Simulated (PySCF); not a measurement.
PySCF 2.14 output of an unrestricted PBE0 calculation on a single atom or ion in ANO-RCC-VTZP (8s7p5d3f2g1h, 104 functions), with the spin-free X2C one-electron Hamiltonian (Gaussian nucleus):

```
SCF conv_tol = 1e-09
number electrons alpha = 36  beta = 27
    C. Adamo and V. Barone.,  J. Chem. Phys. 110, 6158 (1999)
    M. Ernzerhof and G. E. Scuseria.,  J. Chem. Phys. 110, 5029 (1999)
cycle= 1 E= -10842.8431167876  delta_E= -0.0143  |g|= 0.215  |ddm|= 0.226
cycle= 2 E= -10842.8348235219  delta_E= 0.00829  |g|= 0.327  |ddm|= 0.136
cycle= 3 E= -10842.848829915  delta_E= -0.014  |g|= 0.0122  |ddm|= 0.0887
cycle= 4 E= -10842.8488582814  delta_E= -2.84e-05  |g|= 0.00091  |ddm|= 0.0106
cycle= 5 E= -10842.8488595829  delta_E= -1.3e-06  |g|= 0.000216  |ddm|= 0.00341
cycle= 6 E= -10842.848859933  delta_E= -3.5e-07  |g|= 5.18e-05  |ddm|= 0.00266
cycle= 7 E= -10842.8488599408  delta_E= -7.76e-09  |g|= 9.81e-06  |ddm|= 0.000443
cycle= 8 E= -10842.8488599408  delta_E= -1.27e-11  |g|= 2.38e-06  |ddm|= 7.71e-06
converged SCF energy = -10842.8488599408  <S^2> = 24.753774  2S+1 = 10.000755
```

The run itself started from symmetry-adapted Hartree-Fock orbitals and held the occupation by maximum overlap, on a logarithmic radial grid, so the iterations belong to that start.

Which element, charge and spin multiplicity is this?

Eu (europium, neutral), multiplicity 10; the state was [Xe] 4f7 6s1 6p1, high-spin 10P determinant (an excited configuration).

Spin-orbit coupling, absent here, splits the open shell strongly.
